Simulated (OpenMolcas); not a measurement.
V4+ among 5 point charges of -2.6 e arranged as a trigonal bipyramid (D3h), 2 Å from the ion, with the axial distance 1.900 Å.

| Item | Value |
| --- | --- |
| Program | OpenMolcas |
| Method | CASSCF |
| Basis | ANO-RCC-VTZP [6s5p3d2f1g] |
| Scalar Hamiltonian | DKH2, point nucleus |
| Active space | 1 electron in 5 orbitals (3d) |
| State averaging | 2S+1 = 2 even, 5 roots |
| Spin-orbit coupling | state interaction with AMFI integrals over the reference wave functions |

What is the spin-free ground state (labels of D3, the rotations of D3h)?

2E, 2-fold in its orbital part, 100 % from free-ion D terms; it has the highest spin that d1 allows.

Where is the first state of the same spin?

2E at 2500 cm-1 above the ground state.

What are the lowest two levels with spin-orbit coupling?

A 2-fold level E3/2 with g = 0.00, 0.00, 2.00, then a 2-fold level E1/2 494.7 cm-1 above it. Their leading multiplicities are 2 (100 %) and 2 (100 %).

What is χT at 300 K, and how does it compare with the textbook value?

The lowest level has 2S+1 = 2, for which the spin-only value is χT = S(S+1) / 2 = 0.375 cm3 K/mol (g = 2). The computed 0.391 at 300 K differs by +0.016, through orbital momentum, spin-orbit coupling and any other state in reach.

An orbital doublet at a regular site is open to a Jahn-Teller distortion, which this geometry leaves out. Point charges carry no covalency, so the field is a model and not that of real ligands. No measured value stands beside these numbers.
